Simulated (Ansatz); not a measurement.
The same path of BClFH2N + H2 (8 atoms, charge 0, multiplicity 1) was run twice with different band settings. Lost on the way: B1–F2, H7–H8. Made: B1–H7, F2–H8.

The calculation used RKS PBE/def2-SVP in Ansatz 0.2.0.

Relaxed end points:

```xyz
8
Properties=species:S:1:pos:R:3
B 0.012 -0.378 -0.460
F -0.150 -0.211 0.864
N 1.292 -0.351 -1.028
H 2.130 -0.205 -0.464
H 1.457 -0.471 -2.025
Cl -1.436 -0.631 -1.462
H -0.123 2.733 2.260
H -0.183 2.018 1.983
```

```xyz
8
Properties=species:S:1:pos:R:3
B -0.009 0.517 -0.505
F 0.009 0.211 2.323
N 1.232 0.018 -0.887
H 1.342 -0.830 -1.446
H 2.110 0.439 -0.583
Cl -1.519 -0.244 -1.026
H -0.073 1.544 0.154
H -0.092 0.851 1.639
```

Common settings: movable images 7; climbing image yes; optimiser quadratic models (default); start path through a guess of the saddle point; force threshold 0.05 eV/Å; iteration limit 60; end points relaxed.

| run | spring |
| --- | --- |
| 1 | 5.0 eV/Å² |
| 2 | 50.0 eV/Å² |

Question: What does each run give, and how far can it be trusted?

Answer: Run 1: converged after 43 iterations, highest image 2.098 eV above the first end. The profile has 2 maxima (images 2, 5) with wells between them (image 4): this band takes more than one step, which may be the mechanism or a detour left from its start path. Neighbouring images differ by up to 2.0 eV, so the band resolves the path poorly. A vibrational analysis at the climbing image gives one clearly imaginary mode, 974i cm⁻¹: a first-order saddle point.
Run 2: not converged after 60 iterations, highest image 2.098 eV above the first end. The band didn't meet its force threshold, so its energies are provisional: the largest band force was still 0.21 eV/Å, and over the last iterations the top stayed at 2.10 eV. Neighbouring images lie up to 2.6 Å apart, so the band is torn or far too coarse.
The orbitals stay closed-shell, which can raise the energy where a bond breaks towards radicals; this wasn't checked here.
